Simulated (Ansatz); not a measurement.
Mulliken charges of BrH3InN (`[NH2][InH][Br]`) from ωB97M-V/def2-TZVPP in Ansatz (PBE0-D4/def2-TZVP geometry).

```tsv
atom	x (Å)	y (Å)	z (Å)	charge (e)
N1	-0.008	-0.628	-1.000	-0.465
In2	0.180	0.652	0.521	0.647
Br3	-0.079	-0.550	2.674	-0.375
H4	-0.430	-1.527	-0.828	0.131
H5	-0.205	-0.309	-1.935	0.116
H6	0.583	2.298	0.523	-0.054
```

Question: By hand: the dipole of these point charges (1 e Å = 4.8032 D).

Answer: Σ q r = (0.038, 0.560, -0.562) e Å, of length 0.794 e Å = 3.81 D.

Question: How does the dipole of the full density compare? (Best estimate.)

Answer: Computed: (-0.093, 0.259, -0.562) e Å, 3.01 D; the point charges give 1.27 times that, at 23° from its direction.

Point charges leave out the atoms' own dipoles, such as those of lone pairs, and Mulliken's split depends on the basis, so the two needn't agree.
